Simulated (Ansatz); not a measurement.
H₄Se₃Si (`[SeH][SiH]([SeH])[SeH]`) at its PBE0-D4/def2-TZVP geometry, where that method's forces vanish. Total charge 0; spin multiplicity 1.

```tsv
atom	x (Å)	y (Å)	z (Å)
Se1	1.575	0.968	1.265
Si2	-0.020	-0.081	0.036
Se3	0.756	-0.307	-2.086
Se4	-1.860	1.249	-0.020
H5	2.448	-0.216	1.277
H6	-0.347	-1.405	0.620
H7	-0.361	-1.181	-2.479
H8	-2.191	0.973	1.387
```

Task: For each bond, give half the difference of the two atoms' forces along it (eV/Å; positive pushes the atoms apart) under PBE-D4, r2SCAN-D4, B3LYP-D4, ωB97M-V in def2-TZVPP. (Estimate.)

Result: Ansatz gave: 
| bond | length (Å) | PBE-D4 | r2SCAN-D4 | B3LYP-D4 | ωB97M-V |
| --- | --- | --- | --- | --- | --- |
| Se1–Si2 | 2.271 | 0.13 | 0.04 | 0.15 | 0.00 |
| Se1–H5 | 1.472 | 0.27 | -0.01 | 0.04 | -0.10 |
| Si2–Se3 | 2.271 | 0.13 | 0.04 | 0.15 | 0.00 |
| Si2–Se4 | 2.271 | 0.13 | 0.04 | 0.15 | 0.00 |
| Si2–H6 | 1.483 | 0.05 | -0.03 | -0.19 | -0.17 |
| Se3–H7 | 1.472 | 0.27 | -0.01 | 0.04 | -0.10 |
| Se4–H8 | 1.472 | 0.27 | -0.01 | 0.04 | -0.10 |

B3LYP here is the variant with VWN-RPA as its local correlation; programs differ in this.
